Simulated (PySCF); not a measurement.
Constitutional and geometric isomers with formula H6OSi3. Isolated molecules, 0 K electronic values unless said otherwise. One relaxed conformer stands for each flexible species; it need not be the lowest. Strings in code marks are SMILES.

Computed with PBE-D3(BJ)/def2-TZVP // r2SCAN-D4/def2-TZVP run with PySCF 2.14.0. All candidates: neutral, multiplicity 1. Delta-SCF ions had no search for a lower state. Excitations are Tamm–Dancoff values on a coarser integration grid. The basis has no diffuse functions, so Rydberg states are missing or too high.

```yaml
T1 excitation (TDA): 1.66 eV
LUMO: -2.78 eV
vertical ionisation energy (Delta-SCF): 7.86 eV
```

Problem. Name which member has these values.
A. `[SiH2]=[SiH]O[SiH3]` (Si–Si–O–Si torsion 24°)
B. `[SiH3][Si@@H]1O[SiH2]1`
C. `O1[SiH2][SiH2][SiH2]1`
D. `O=[Si]([SiH3])[SiH3]`

Solution. A, `[SiH2]=[SiH]O[SiH3]` (Si–Si–O–Si torsion 24°). The others give `O1[SiH2][SiH2][SiH2]1`: 4.30 eV, -1.69 eV, 9.11 eV; `O=[Si]([SiH3])[SiH3]`: 2.36 eV, -3.40 eV, 8.87 eV; `[SiH3][Si@@H]1O[SiH2]1`: 3.31 eV, -2.01 eV, 8.67 eV
